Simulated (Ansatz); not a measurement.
Reaction (isomerisation): `N[SiH]([AlH2])[SiH3]` → `[AlH2][N]([SiH3])[SiH3]`

Gas-phase electronic energies from Ansatz, PBE0-D4/def2-TZVP geometries. CBS: MP2 limit from def2 TZ/QZ plus the TZ coupled-cluster correction, frozen cores. Functionals use def2-TZVPP. Each species was taken in one conformer, which may not be the lowest.

`N[SiH]([AlH2])[SiH3]`:

Cartesian coordinates in Å:
```
N 0.140 -1.546 -1.289
Si 0.407 -0.536 0.105
Al 1.748 1.518 -0.162
Si -1.693 0.059 0.965
H 0.943 -1.977 -1.723
H -0.484 -1.204 -2.003
H 1.059 -1.387 1.149
H 2.155 2.398 1.102
H 2.204 2.021 -1.604
H -2.509 -1.119 1.366
H -2.462 0.827 -0.056
H -1.508 0.945 2.149
```

`[AlH2][N]([SiH3])[SiH3]`:

Cartesian coordinates in Å:
```
Al -0.536 -1.524 -1.103
N -0.044 -0.125 -0.090
Si 1.412 -0.171 0.858
Si -1.007 1.321 -0.026
H -1.871 -1.399 -1.938
H 0.393 -2.801 -1.101
H 1.108 0.006 2.305
H 2.339 0.923 0.456
H 2.084 -1.480 0.657
H -2.200 1.151 -0.894
H -0.226 2.499 -0.493
H -1.452 1.598 1.368
```

Task: Is it downhill or uphill in electronic energy at CCSD(T)/CBS, and by how much? (Estimate.)

Result: The calculation gave: Downhill: ΔE = -172.1 kJ/mol.

Task: What do these levels give: PBE0-D4, B2PLYP, PBE, CCSD/def2-TZVPP, MP2/def2-QZVPP, CCSD/CBS(def2)? (An estimate is asked.)

Result: Ansatz gave: PBE0-D4 -141.6, B2PLYP -174.0, PBE -126.5, CCSD/def2-TZVPP -175.3, MP2/def2-QZVPP -190.7, CCSD/CBS(def2) -173.6 kJ/mol.

Largest T1 diagnostic among the species: 0.013.

From PBE to PBE0 (25 % exact exchange), in def2-TZVPP and without D4, ΔE moves by −12.0 kJ/mol. The D4 term adds −6.5 kJ/mol with B3LYP and −3.1 kJ/mol with PBE0; it sums over pairs of atoms, weighted by their polarisabilities, and B3LYP, whose exchange is more repulsive, gets the larger term.

B3LYP here is the variant with VWN-RPA as its local correlation; programs differ in this.
